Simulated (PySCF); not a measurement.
## Structure revision by computed shifts

A compound C₅H₇N₃ gives the data below (simulated from a calculation) and was assigned the structure `C=Cc1nncn1C`.

13C{1H} NMR (computed): δ 156.5 (C), 150.6 (C), 127.3 (CH), 127.2 (CH2), 13.3 (CH3).

1H NMR (600 MHz, computed): δ 7.97 (br s, 1H), 7.31 (m, 1H), 6.45 (m, 1H), 5.79 (m, 1H), 2.55 (s, 3H).

[PySCF 2.14.0 with density-fitted response routines: σ from GIAO-PBE0/pcSseg-1; structure optimised with GFN2-xTB; in vacuum; non-relativistic Hamiltonian; a single conformation; equivalent nuclei averaged]

Shifts are taken against calculated references (same method and geometry level): TMS for 1H (31.72 ppm), 13C (186.93 ppm).

Task: Compare with the shifts computed for the proposed structure, pairing carbons in order of shift.

Result: Numbering as in the mapped SMILES `[CH2:1]=[CH:2][c:3]1[n:4][n:5][cH:6][n:7]1[CH3:8]`. Hydrogens are named by the atom that carries them.

| atom | computed for proposal | given list | difference |
| --- | --- | --- | --- |
| C3 | 156.4 | 156.5 | -0.1 |
| C6 | 146.4 | 150.6 | -4.2 |
| C1 | 127.9 | 127.3 | +0.6 |
| C2 | 125.2 | 127.2 | -2.0 |
| C8 | 30.5 | 13.3 | +17.2 |

The rms difference is 8.0 ppm and the largest +17.2 ppm at C8 (methyl carbon bonded to N). The carbon types in order of shift don't match either: C, CH, CH2, CH, CH3 for the proposal against C, C, CH, CH2, CH3 in the data. The proposal doesn't fit.

Task: Which isomer fits?

Result: SMILES Cc1nnc(C=C)[nH]1.

- Carbon types of the structure: 2 × C, 1 × CH, 1 × CH2, 1 × CH3, leaving 1 H on heteroatoms.
- δC 156.5, 150.6: substituted aromatic carbon next to a ring nitrogen.
- δC 127.3: alkene CH; the olefinic region.
- δC 127.2: terminal =CH2 carbon; the olefinic region.
- δC 13.3: methyl carbon on an aromatic ring; a saturated carbon with 1 carbon neighbour and no heteroatom attached.

Other isomers checked: C=Cn1ncnc1C (rms 8.5 ppm); C=Cn1cc(C)nn1 (rms 11.1 ppm).

The shifts were computed for this structure.

The OH or NH signal is concentration- and solvent-dependent in practice; the value given is the gas-phase one. Shifts are as computed. Against solution values, carbons near 30 ppm lie about +3 ppm off and those near 130 ppm about +5 ppm. Of 1211 compounds with measured shifts, 218 miss one by over three times the rms of a fit or turn the order of signals round; such compounds aren't used in these exercises. Multiplicities follow the n + 1 count of equivalent neighbours, as no J values were calculated; m marks all less simple cases, F and P coupling included.
